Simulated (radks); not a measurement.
Spherical quantum dot in the effective-mass picture: electrons in a hard-walled sphere of radius 7.5, with a point charge +1 (a donor) at the centre, all in effective atomic units (hartree* = m*/eps^2 hartree, bohr* = eps/m* bohr), one dielectric constant everywhere. Method: non-relativistic Kohn-Sham, PBEsol, spin-polarised, spherical densities; computed with a radial shooting solver with Libxc functionals. Levels are named by radial order and angular momentum (1s, 1p, 1d, 2s, ...), and open shells are averaged over m. Results are scaled to m* = 0.105 and eps = 10.2, for which hartree* = 27.46 meV and bohr* = 5.141 nm.

N = 6, configuration 1s2 1p(up 3, down 1). This is the lowest configuration that the search found. Occupied levels:

level,occupation,eigenvalue (meV),<r> (nm)
1s up,1,22.549,17.12
1s down,1,22.602,13.70
1p up,3,25.167,25.20
1p down,1,25.996,24.99

Energy (meV): total 51.8135, kinetic 32.957, external -55.787, Hartree 103.46, exchange-correlation -28.820.

Electron density:

r (nm),n(r) (e/nm^3)
0.937,0.001290
2.86,0.0006206
4.79,0.0003130
6.72,0.0001694
8.65,0.0001008
10.6,0.00006785
12.5,0.00005226
14.4,0.00004543
16.4,0.00004308
18.3,0.00004292
20.2,0.00004342
22.1,0.00004341
24.1,0.00004196
26.0,0.00003844
27.9,0.00003268
29.8,0.00002504
31.8,0.00001653
33.7,8.734e-06
35.6,3.156e-06
37.6,3.553e-07
